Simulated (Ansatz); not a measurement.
Spectroscopic constants of SbCl, multiplicity 3 (the spin of the measured ground state). No spin–orbit coupling.

| level | bond energy D_e (kcal/mol) |
|---|---|
| SVWN5/def2-TZVPP | 92.97 |
| PBE/def2-TZVPP | 78.54 |
| r2SCAN/def2-TZVPP | 75.28 |
| B97M-V/def2-TZVPP | 79.22 |
| B3LYP/def2-TZVPP | 73.36 |
| PBE0/def2-TZVPP | 73.86 |
| BHLYP/def2-TZVPP | 68.10 |
| CAM-B3LYP/def2-TZVPP | 72.59 |
| wB97X-V/def2-TZVPP | 76.48 |
| wB97M-V/def2-TZVPP | 74.23 |
| B2PLYP/def2-TZVPP | 71.54 |
| CCSD/def2-TZVPP | 62.91 |
| CCSD/def2-QZVPP | 67.29 |
| CCSD(T)/def2-TZVPP | 66.01 |
| CCSD(T)/def2-QZVPP | 70.80 |

The rows run from 62.91 (CCSD/def2-TZVPP) to 92.97 kcal/mol (SVWN5/def2-TZVPP). From def2-TZVPP to def2-QZVPP CCSD(T) changes by 4.79. The 11 functionals in def2-TZVPP without D3 or D4 span 24.87, from BHLYP to SVWN5.

D_e counts from the fitted minimum to each atom's lowest state at the same level, without counterpoise.

Correlated levels freeze the inner cores; with def2 sets outer-core shells near the valence are correlated too.

Programs: Ansatz (an electronic-structure program). Values without a source in brackets are computed. In def2 rows elements past Kr take small-core potentials, without spin–orbit coupling.
